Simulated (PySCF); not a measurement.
A calculated (B97-3, PySCF 2.14, x2c-TZVPPall, scalar relativity by spin-free X2C-1e) atom or ion has these occupied shells.

```csv
shell,electrons,orbital energy (eV),"rms radius, mean of both spins (bohr)"
1s α,1,-25392.9,0.0357
1s β,1,-25392.9,0.0357
2s α,1,-3775.2,0.146
2s β,1,-3774.9,0.146
2p α,3,-3387.1,0.130
2p β,3,-3386.9,0.130
3s α,1,-713.00,0.394
3s β,1,-712.81,0.394
3p α,3,-584.59,0.395
3p β,3,-584.40,0.395
3d α,5,-381.73,0.377
3d β,5,-381.44,0.377
4s α,1,-114.31,0.970
4s β,1,-113.15,0.970
4p α,3,-76.357,1.07
4p β,3,-75.108,1.07
4d α,5,-21.874,1.46
4d β,4,-20.911,1.46
5s α,1,-13.820,2.88
```

(1) Name the element and its charge.

## Answers

(1) Ag⁺ (silver, charge +1), in [Kr] 4d9 5s1, high-spin 3D determinant (an excited configuration).
